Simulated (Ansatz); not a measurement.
Ansatz (a first-principles code) input (CCSD(T)/def2-SVP):

Ansatz 0.2 input:
```yaml
crystal:
  periodic: [false, false, false]
  atoms:
    - {symbol: Si, position_ang: [-0.69467786, 0.70320568, 1.12848620]}
    - {symbol: Br, position_ang: [0.68014446, -0.68320349, -0.44602368]}
    - {symbol: F, position_ang: [-1.56439622, 1.56302694, -0.02088642]}
basis:
  gaussian:
    orbitals: def2-SVP
total_charge: -1
magnetization: {spin_polarized: true, initial_magnetization: 1}
correlation: {method: ccsd_t, electrons: outside_noble_gas}
```

Output:

```
Functional definition: HF
integrals: 0.05 GiB planned
599 factors; integrals over basis functions are off by at most 8.6e-4 eV
mean field: 0.28 GiB planned
mean field evaluation 1: about -80555.4732 eV, gradient 1.0e1 eV
mean field evaluation 2: about -80555.4900 eV, gradient 1.0e1 eV
mean field evaluation 4: about -80556.1913 eV, gradient 1.4e0 eV
mean field evaluation 8: about -80556.2243 eV, gradient 3.1e-3 eV
mean field evaluation 16: about -80556.1792 eV, gradient 1.4e0 eV
mean field evaluation 32: about -80553.7911 eV, gradient 3.5e-2 eV
mean field evaluation 64: about -80553.7913 eV, gradient 4.6e-4 eV
mean field -80556.22431500 eV, -2960.3866406063 hartree, gradient 2.3e-6 eV, S^2 0.774522; 1 other end points of the search recorded, 0 dependent functions left out
determinant -80556.22431500 eV, -2960.3866406063 hartree, with singles and doubles -80567.08501723 eV, -2960.7857640515 hartree
determinant -80553.79125556 eV, -2960.2972273209 hartree, with singles and doubles -80564.85443525 eV, -2960.7037916756 hartree
20 core orbitals not correlated
reference -80556.22431500 eV, -2960.3866406063 hartree; 10, 9 occupied and 34, 35 virtual orbitals, 599 factors
second order -10.20781823 eV of doubles, -0.00000000 eV of singles
coupled cluster: 0.16 GiB planned
cycle   1  -10.86149015 eV  change   -7.9e-4 eV  update   9.4e-4
cycle   2  -10.86150806 eV  change   -1.8e-5 eV  update   6.2e-4
cycle   3  -10.86157885 eV  change   -7.1e-5 eV  update   3.3e-4
cycle   4  -10.86161751 eV  change   -3.9e-5 eV  update   9.3e-5
cycle   5  -10.86174810 eV  change   -1.3e-4 eV  update   3.4e-5
cycle   6  -10.86177927 eV  change   -3.1e-5 eV  update   1.6e-5
cycle   7  -10.86176525 eV  change    1.4e-5 eV  update   7.3e-6
perturbative correction -0.20872874 eV, -0.0076706399 hartree
Total energy: -80567.29480900 eV, -2960.7934737568 hartree
```
